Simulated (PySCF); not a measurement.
Match the calculated data to a structure.

All candidates are C3H7FOSi.

- Dipole: 2.25 D [wB97X-D/def2-SVPD]
- 13C NMR: chemical shifts (computed TMS as zero) by class: 160.8 (1 C), 115.4 (1 C), 65.2 (1 C) ppm [GIAO PBE0/pcSseg-1]
- XPS: Si2p3/2 107.5, C1s 290.6, C1s 292.6, C1s 292.8, O1s 538.3, F1s 692.8, Si1s 1847.3 eV [ΔSCF SCAN, pcX-2 on the ionised atom, pcseg-1 elsewhere, spin-free X2C, 2p3/2 from a spin–orbit splitting computed afterwards within the 2p shell]
- Rotational structure: rotational constants A, B, C: 9.776, 1.067, 0.978 GHz [GFN2-xTB]
- Triplet: lowest triplet excitation (Tamm–Dancoff): 4.61 eV [TDA wB97X-D/def2-SVPD]
- Polarisability: 66.9 au [wB97X-D/def2-SVPD]

The electronic properties come from PySCF, for the isolated species, density fitting. Levels stand in brackets. The structure is a single GFN2-xTB conformer in the gas phase; no vibrational or solvent corrections. Each NMR value is the plain mean over a class of atoms that symmetry, rotation or inversion makes alike.

**Question.** Which candidate is it?
A. `O[Si@@H]1CC[C@H]1F`
B. `C[C@@H]1CO[Si@@H]1F`
C. `F/C=C/CO[SiH3]`

**Answer.** C. It is `F/C=C/CO[SiH3]`. Numbering: `[F:1]/[CH:2]=[CH:3]/[CH2:4][O:5][SiH3:6]`. Its formula, C3H7FOSi, gives 1 degree of unsaturation: 0 rings and 1 π bond in the structure found. 3 carbons fall into 3 classes; from least to most shielded: vinylic C–F carbon [C2] (160.8 ppm), alkene CH carbon [C3] (115.4 ppm), sp3 carbon bound to oxygen [C4] (65.2 ppm). The core levels belong to: Si2p3/2 107.5 eV, oxygen-bound silicon [Si6]; C1s 290.6 eV, alkene CH carbon [C3]; C1s 292.6 eV, vinylic C–F carbon [C2]; C1s 292.8 eV, sp3 carbon bound to oxygen [C4]; O1s 538.3 eV, silyl ether oxygen [O5]; F1s 692.8 eV, vinyl fluorine [F1]; Si1s 1847.3 eV, oxygen-bound silicon [Si6]. The optimised geometry has point group Cs and is an asymmetric top.

The others, at the same levels:
- `C[C@@H]1CO[Si@@H]1F` fails: its computed 13C shifts are 75.3 (1 C), 37.9 (1 C), 15.5 (1 C) ppm, core binding energies are Si2p3/2 108.1, C1s 290.5, C1s 290.9, C1s 292.3, O1s 537.9, F1s 692.5, Si1s 1848.1 eV and lowest triplet excitation (Tamm–Dancoff) is 6.71 eV (against 4.61 eV).
- `O[Si@@H]1CC[C@H]1F` fails: its computed 13C shifts are 100.2 (1 C), 26.2 (1 C), 11.0 (1 C) ppm, core binding energies are Si2p3/2 107.1, C1s 290.0, C1s 290.6, C1s 291.8, O1s 538.8, F1s 691.7, Si1s 1846.9 eV and lowest triplet excitation (Tamm–Dancoff) is 6.25 eV (against 4.61 eV).

Each candidate is one conformer, not necessarily the lowest. The conformers computed, where there is a choice (atom-mapped SMILES and torsion angles):
- `[F:1]/[CH:2]=[CH:3]/[CH2:4][O:5][SiH3:6]`: C2–C3–C4–O5 0°, C3–C4–O5–Si6 180°
- `[OH:1][Si@@H:2]1[CH2:3][CH2:4][C@H:5]1[F:6]`: H–O1–Si2–C3 173°
